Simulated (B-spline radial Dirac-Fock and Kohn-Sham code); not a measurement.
# The K-like isoelectronic sequence (19 electrons), Z = 59 to 74

Level of theory: Dirac-Fock energy differences between relaxed states, corrected for Breit and QED terms; a radial atomic solver. Binding energies in eV, tabulated ground configurations ([Ar] 3d1 throughout). No correlation.

```csv
ion,2p1/2,3p1/2,3p3/2,outermost level,NIST ionisation energy
Pr⁴⁰⁺,8706.7,3248.1,3131.3,2924.7 (3d),2941 ± 4
Nd⁴¹⁺,9085.0,3399.7,3273.2,3060.9 (3d),3078 ± 4
Pm⁴²⁺,9472.6,3555.1,3418.2,3200.3 (3d),3219 ± 4
Sm⁴³⁺,9869.7,3714.4,3566.5,3342.7 (3d),3363 ± 4
Eu⁴⁴⁺,10276.4,3877.6,3717.9,3488.3 (3d),3510 ± 4
Gd⁴⁵⁺,10692.9,4044.7,3872.6,3636.9 (3d),3660 ± 4
Tb⁴⁶⁺,11119.3,4215.8,4030.5,3788.7 (3d),3814 ± 4
Dy⁴⁷⁺,11555.7,4390.9,4191.7,3943.6 (3d),3970 ± 4
Ho⁴⁸⁺,12002.3,4570.1,4356.0,4101.6 (3d),4131 ± 4
Er⁴⁹⁺,12459.2,4753.5,4523.7,4262.7 (3d),4294 ± 4
Tm⁵⁰⁺,?,?,?,?,?
Yb⁵¹⁺,13404.8,5132.8,4868.7,4594.3 (3d),4630 ± 4
Lu⁵²⁺,13893.7,5328.8,5046.2,4764.8 (3d),4803 ± 4
Hf⁵³⁺,14393.6,5529.2,5226.9,4938.5 (3d),4980 ± 5
Ta⁵⁴⁺,14904.8,5733.9,5410.9,5115.3 (3d),5159 ± 5
W⁵⁵⁺,15427.4,5943.1,5598.2,5295.2 (3d),5348 ± 4
```

Q: Fill in the row of Tm⁵⁰⁺.

A: 2p1/2 12926.7, 3p1/2 4941.0, 3p3/2 4694.6, outermost 4427.0 (3d), NIST 4461 ± 4 eV.

NIST's values are for the lowest levels; a dash marks a value that is missing or belongs to another shell. Their kind here: semi-empirical, theoretical. Where a p, d or f shell is open in either ion the computed value averages over both j values and all terms, while the table refers to the lowest levels; that difference holds spin-orbit splitting (largest in heavy or highly charged ions), term energies where several electrons share open shells, and correlation, and it can reach 10 % or more.
